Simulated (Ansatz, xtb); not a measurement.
Species: sum formula SnOH, charge 0, multiplicity 2. It need not be the lowest isomer of its formula. SMILES: [OH][Sn]
Geometry from a B3LYP-D3(BJ)/def2-TZVP (Ansatz, a quantum-chemistry and plane-wave program) optimisation:
```xyz
3

Sn    -0.2263    -0.1071    -0.1872
O      1.2538     0.4902     1.0194
H      1.2854     1.4353     1.2049
```
Charge 0, spin multiplicity 2.

Harmonic wavenumbers from GFN2-xTB (xtb, at its own minimum), cm⁻¹: 432, 583, 3639.

Problem. Give the harmonic wavenumbers at B3LYP-D3(BJ)/def2-TZVP (Ansatz, finite differences of forces, unscaled).

Solution. 576, 709, 3813 cm⁻¹. Zero-point energy 7.3 kcal/mol.

Problem. From these and the geometry, give the ideal-gas thermochemistry at 298.15 K and 1 atm (rigid rotor, harmonic oscillator).

Solution. Point group Cs, rotational symmetry number 1. Rotational constants 726.7, 8.25, 8.157 GHz. S(trans) 40.63, S(rot) 19.42, S(vib) 0.79, S(elec, spin only) 1.38, S 62.2 cal/(mol K). H(298) - H(0) 2.55 kcal/mol; G - E(el) -8.7 kcal/mol.
